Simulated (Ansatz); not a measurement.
Cl$_{2}$GeH$_{2}$O$_{2}$ (`[OH][Ge]([OH])([Cl])[Cl]`) at its PBE0-D4/def2-TZVP geometry, where that method's forces vanish. Charge 0, multiplicity 1.

```xyz
7

O     0.5323    1.3650    0.2755
Ge   -0.2471   -0.1370   -0.1773
O    -0.2106   -1.1847    1.2157
Cl   -2.2790    0.1191   -0.7083
Cl    0.7824   -0.9718   -1.8490
H     0.8221    1.8850   -0.4794
H     0.6000   -1.0757    1.7228
```

Task: What forces (eV/Å) does PBE-D4/def2-TZVPP give on these atoms in the Gaussian-basis code of Ansatz? (An estimate is asked.)

Result: The calculation gave: 
```
O1   0.164  0.353  0.580
Ge2 -0.064 -0.035 -0.314
O3  -0.410 -0.464  0.326
Cl4 -0.422  0.035 -0.092
Cl5  0.208 -0.183 -0.354
H6   0.134  0.236 -0.371
H7   0.391  0.058  0.227
```
